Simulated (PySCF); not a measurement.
C4H10Se, SMILES C([Se]C)(C)C, GFN2-xTB optimised geometry.

```
15

Se    -0.43    -0.79     0.00
C      1.52    -0.79     0.00
H      1.89    -0.29    -0.89
H      1.83    -1.83    -0.01
H      1.89    -0.31     0.90
C     -0.80     1.18     0.00
C     -0.28     1.83    -1.27
C     -0.26     1.83     1.26
H     -1.89     1.20     0.01
H     -0.61     2.87    -1.31
H      0.81     1.82    -1.29
H     -0.65     1.31    -2.15
H     -0.62     1.32     2.15
H     -0.59     2.87     1.30
H      0.83     1.83     1.26
```

Density from PBE0/def2-TZVP (PySCF) at that geometry.

Minimum of the electron density along straight lines between bonded atoms, close to the bond critical point (lines longer than 1.1 times the sum of covalent radii, or with two minima, are not listed):

| bond | length / Å | ρ at the minimum / e bohr⁻³ | ∇²ρ there / e bohr⁻⁵ | position (fraction from the first atom) |
|---|---|---|---|---|
| Se1–C2 | 1.955 | 0.147 | -0.16 | 0.51 |
| C2–H3 | 1.087 | 0.281 | -0.97 | 0.64 |
| C2–H4 | 1.087 | 0.280 | -0.96 | 0.65 |
| C2–H5 | 1.087 | 0.281 | -0.97 | 0.65 |
| Se1–C6 | 2.002 | 0.139 | -0.14 | 0.52 |
| C6–C7 | 1.518 | 0.251 | -0.63 | 0.51 |
| C6–C8 | 1.518 | 0.251 | -0.63 | 0.51 |
| C6–H9 | 1.095 | 0.280 | -0.97 | 0.64 |
| C7–H10 | 1.089 | 0.278 | -0.95 | 0.64 |
| C7–H11 | 1.088 | 0.279 | -0.95 | 0.64 |
| C7–H12 | 1.088 | 0.280 | -0.97 | 0.64 |
| C8–H13 | 1.088 | 0.280 | -0.97 | 0.64 |
| C8–H14 | 1.089 | 0.278 | -0.94 | 0.64 |
| C8–H15 | 1.088 | 0.279 | -0.95 | 0.64 |
